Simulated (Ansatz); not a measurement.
Species: C2H5BF, charge 0, multiplicity 2. It need not be the lowest isomer of its formula. 
Structure (B3LYP-D3(BJ)/def2-TZVP (Ansatz, an electronic-structure program) minimum search):
SMILES: [CH2]B(C)F
```xyz
9

B      0.0517    -0.0005     0.0286
F      0.0494    -0.0579     1.3750
C      1.4226     0.0484    -0.6591
C     -1.3362     0.0106    -0.6948
H      1.5367     0.0959    -1.7361
H      2.3524     0.0378    -0.1000
H     -1.9342     0.8614    -0.3515
H     -1.9093    -0.8831    -0.4259
H     -1.2664     0.0579    -1.7815
```
Charge 0, spin multiplicity 2.

Computed values are from Ansatz. Cores are frozen in the correlated levels unless marked. UHF or UKS for open shells. No spin-orbit coupling. No relativistic terms. Basis-set limits of correlation are two-point, X^-3; Hartree-Fock from the larger set. The bracket is a focal-point correction in the basis named.

```
Item                                                                                            Value
---------------------  ------------------------------------------------------------------------------
atomisation energy De  3573.9 kJ/mol at RI-MP2/CBS(aug-cc-pVTZ,aug-cc-pVQZ)+[CCSD(T)-MP2]/aug-cc-pVTZ
total energy            -203.7155 Eh at RI-MP2/CBS(aug-cc-pVTZ,aug-cc-pVQZ)+[CCSD(T)-MP2]/aug-cc-pVTZ
dipole moment                                                           1.50 D at CCSD(T)/aug-cc-pVDZ
T1 diagnostic                                                               0.012 at CCSD/aug-cc-pVTZ
```
